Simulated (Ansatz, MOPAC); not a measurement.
Isomers of C2H6Sn: 1 is [Sn]([CH3])[CH3], 2 is [SnH3][CH]=C; one conformer of each (the lowest of an xTB search), B3LYP-D3(BJ)/def2-TZVP minima.
Isomer 1 (charge 0, multiplicity 1):
```xyz
9

C     -1.577    -0.168     0.119
Sn     0.029    -1.356    -0.834
C      1.578     0.137    -0.313
H     -1.335    -0.022     1.176
H     -2.556    -0.638     0.039
H     -1.616     0.822    -0.345
H      2.573    -0.151    -0.649
H      1.312     1.099    -0.762
H      1.592     0.277     0.771
```
Isomer 2 (charge 0, multiplicity 1):
```xyz
9

C     -1.665    -0.087    -0.062
C     -0.510    -0.596     0.353
Sn     1.382     0.298    -0.095
H     -1.722     0.817    -0.659
H     -2.617    -0.555     0.175
H     -0.521    -1.505     0.947
H      2.368    -0.795    -0.973
H      1.084     1.699    -1.033
H      2.201     0.724     1.348
```

No zero-point or thermal terms.

Cores are frozen in the correlated methods. Filled d and f shells under p-block atoms count as core. The state reached by PM3, PM6 isn't checked.

Run with Ansatz (Gaussian basis) for Hartree–Fock, density functionals and correlated methods; MOPAC for PM3, PM6 (differences of heats of formation).  In def2 rows elements past Kr take small-core potentials, without spin–orbit coupling.

Task: One of these levels gives 1.306 eV for the electronic energy of isomer 2 less that of isomer 1. Which?
(A) MP2/def2-SVP
(B) PM3
(C) PM6

Result: C, PM6. The others give 1.484 (PM3), 1.091 (MP2/def2-SVP)

Ansatz is a quantum-chemistry and plane-wave program.
